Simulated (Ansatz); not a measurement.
`[NH2][Mo](=[O])(=[O])[OH]` + `C=C[SiH2]N` → `[NH2][Mo]([NH2])(=[O])=[O]` + `C=C[SiH2]O`  (redistribution)

Program: Ansatz. Geometries: PBE0-D4/def2-TZVP. ΔE: electronic, gas phase. CBS: MP2 limit from def2 TZ/QZ plus the TZ coupled-cluster correction, frozen cores. Functionals use def2-TZVPP. B3LYP here is the variant with VWN-RPA as its local correlation; programs differ in this. Elements past krypton have def2 core potentials. For Mo outer-core shells are correlated without core-valence functions, which leaves a few kJ/mol of doubt a bond. Each species was taken in one conformer, which may not be the lowest.

`[NH2][Mo](=[O])(=[O])[OH]`:

```xyz
8

N    -1.101   -0.803    0.427
Mo    0.114    0.462   -0.364
O    -0.637    1.964   -0.389
O     0.485   -0.075   -1.912
O     1.683    0.596    0.662
H    -1.186   -1.760    0.121
H    -1.856   -0.536    1.040
H     2.498    0.152    0.413
```

`C=C[SiH2]N`:

```xyz
11

C     1.189    0.420   -1.254
C     0.097   -0.334   -1.173
Si   -0.903   -0.514    0.390
N    -0.311    0.376    1.731
H     1.766    0.519   -2.169
H     1.554    0.976   -0.394
H    -0.224   -0.871   -2.067
H    -0.929   -1.953    0.769
H    -2.293   -0.056    0.114
H    -0.440    1.371    1.801
H     0.492    0.067    2.253
```

`[NH2][Mo]([NH2])(=[O])=[O]`:

Z-matrix (Å, degrees):
```
Mo
N 1 1.932
O 1 1.683 2 107.8
N 1 1.932 2 111.3 3 118.1
O 1 1.683 2 107.9 3 -123.8
H 2 1.008 1 123.9 3 -24.1
H 2 1.008 1 123.9 3 148.0
H 4 1.008 1 123.9 2 -93.9
H 4 1.008 1 123.9 2 94.0
```

`C=C[SiH2]O`:

Z-matrix (Å, degrees):
```
Si
C 1 1.857
O 1 1.649 2 111.4
H 1 1.491 2 108.7 3 122.7
H 1 1.484 2 111.0 3 -117.5
C 2 1.330 1 122.9 3 6.6
H 2 1.090 1 118.9 3 -173.1
H 3 0.958 1 117.3 2 72.7
H 6 1.087 2 121.4 1 0.7
H 6 1.086 2 122.4 1 -179.7
```

| level | ΔE (kJ/mol) |
| --- | --- |
| revPBE-D4 | -7.6 |
| BLYP-D4 | -10.3 |
| CAM-B3LYP-D4 | -11.2 |
| B2PLYP | -12.1 |
| PBE0 | -9.9 |
| B3LYP | -11.5 |
| RPA@PBE/def2-TZVPP | -15.2 |
| HF/def2-TZVPP | -15.0 |

What does CCSD(T)/CBS give? (Estimate.)

Ansatz gave: -14.5 kJ/mol. The listed levels differ from it by 6.9, 4.2, 3.3, 2.4, 4.6, 3.0, -0.7, -0.5 kJ/mol.

What do rigid-rotor, harmonic-oscillator terms from PBE0-D4/def2-TZVP frequencies (298.15 K, 1 bar) make of the CCSD(T)/CBS value? (Best estimate.)

Computed: ΔZPE = +0.6 kJ/mol, ΔH = -14.2 kJ/mol, ΔS = -8 J/(mol·K), ΔG = -11.8 kJ/mol.

Largest T1 diagnostic among the species: 0.025, so the coupled-cluster value is less sure than usual.

Leaving LDA and LC-ωPBE aside and taking each functional with its dispersion term where it has one, the values, not all of them listed here, spread over 6.7 kJ/mol, from BHLYP-D4 to revPBE-D4. From BLYP to BHLYP (50 % exact exchange), in def2-TZVPP and without D4, ΔE moves by −4.0 kJ/mol.
